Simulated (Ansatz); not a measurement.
`[CH3][SnH]([CH3])[Cl]` + H₂O → `[CH3][SnH]([OH])[Cl]` + CH₄ at 298.15 K and 1 bar (formal hydrolysis of the Sn–C bond).

Isolated molecules relaxed with PBE0-D4/def2-TZVP in Ansatz; ΔE leaves out vibrations. CCSD(T)/CBS adds triple-zeta CCSD(T) − MP2 to the extrapolated MP2 energy (def2 sets, frozen cores). This one scheme is used for every species. Elements past krypton have def2 core potentials. For Sn outer-core shells are correlated without core-valence functions, which leaves a few kJ/mol of doubt a bond. Each species was taken in one conformer, which may not be the lowest.

| species | CCSD(T)/CBS energy (Eh) | H − E (kJ/mol) | S (J/(mol·K)) |
| --- | --- | --- | --- |
| `[CH3][SnH]([CH3])[Cl]` | -754.17727 | 233.7 | 377.2 |
| H₂O | -76.37941 | 66.4 | 188.7 |
| `[CH3][SnH]([OH])[Cl]` | -790.11028 | 172.6 | 371.0 |
| CH₄ | -40.46206 | 127.4 | 186.2 |

H − E and S are ideal-gas, rigid-rotor, harmonic terms from PBE0-D4/def2-TZVP, for one conformer and one mirror image of each species. 1 Eh = 2625.50 kJ/mol, R = 8.31446 J/(mol·K).

Task: By hand: ΔE, ΔH, ΔS and ΔG.

Result: ΔE = (-790.11028) + (-40.46206) − (-754.17727) − (-76.37941) = -0.01566 Eh = -41.1 kJ/mol. Δ(H − E) = 172.6 + 127.4 − 233.7 − 66.4 = -0.1, so ΔH = -41.2 kJ/mol. ΔS = 371.0 + 186.2 − 377.2 − 188.7 = -8.7 J/(mol·K). ΔG = -41.2 − 298.15 × (-8.7)/1000 = -38.6 kJ/mol.

Task: By hand: the equilibrium constant, and the temperature at which ΔG would vanish if ΔH and ΔS stayed fixed.

Result: log₁₀ K = −ΔG/(RT ln 10) = 6.8. ΔG = 0 at ΔH/ΔS = 4736 K, far beyond where these terms or the molecules hold.

The number of gas molecules stays the same, so ΔS is small and ΔH decides. A doubt of 5 kJ/mol in ΔE shifts log₁₀ K by 0.9 here. Other conformers and mirror images would add mixing entropy, several J/(mol·K) or more a flexible species. Modes under 60 cm⁻¹, often nearly free rotors, make the harmonic entropy too high. These are equilibria of isolated gas molecules and say nothing of rates. Largest T1 diagnostic: 0.012 (customary marks: 0.02 for closed shells, 0.045 for open ones).
